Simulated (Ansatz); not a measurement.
Ideal-gas functions of `BN=CF` at 400 K and 1 bar, from an Ansatz frequency run at PBE0-D4/def2-TZVP.

Molar mass 58.85 g/mol, point group Cs (symmetry number 1), electronic degeneracy 1, moments of inertia 11.728, 110.446, 117.745 u Å². Harmonic wavenumbers (cm⁻¹, unscaled): 107, 265, 524, 613, 921, 952, 978, 1024, 1135, 1265, 1398, 1991, 2584, 2667, 3168.

Use S(trans) = R[1.5 ln M + 2.5 ln T − 1.1517]; rotational temperatures θ = 24.2544 K / I; S(rot) = R[ln(√π/σ · √(T³/θAθBθC)) + 1.5]; for each mode x = 1.438777 ν̃/T, S = R[x/(eˣ − 1) − ln(1 − e⁻ˣ)] and H = RT x/(eˣ − 1); 1 cm⁻¹ = 0.0119627 kJ/mol; R = 8.31446 J/(mol·K).

Problem. By hand: the entropy, in J/(mol·K).

Solution. Translation 165.8. Rotation: θ = 2.0681, 0.2196, 0.206 K, giving 101.8. Vibration, mode by mode: 16.30, 9.02, 4.18, 3.24, 1.35, 1.23, 1.14, 1.00, 0.72, 0.49, 0.33, 0.05, 0.01, 0.01, 0.00, in all 39.1. Electronic 0.0. Sum 306.7 J/(mol·K).

Problem. By hand: H − E and G − E in kJ/mol, counted from the electronic energy.

Solution. Zero-point energy ½ × 19592 × 0.0119627 = 117.2; thermal vibration 8.7; translation, rotation and pV give 4 RT = 13.3. H − E = 139.2 kJ/mol, and G − E = 139.2 − 400 × 306.7/1000 = 16.5 kJ/mol.

Vibration gives 13 % of the entropy, 16.3 J/(mol·K) of it from the mode under 150 cm⁻¹: soft modes count most, and the harmonic formula is weakest for them.
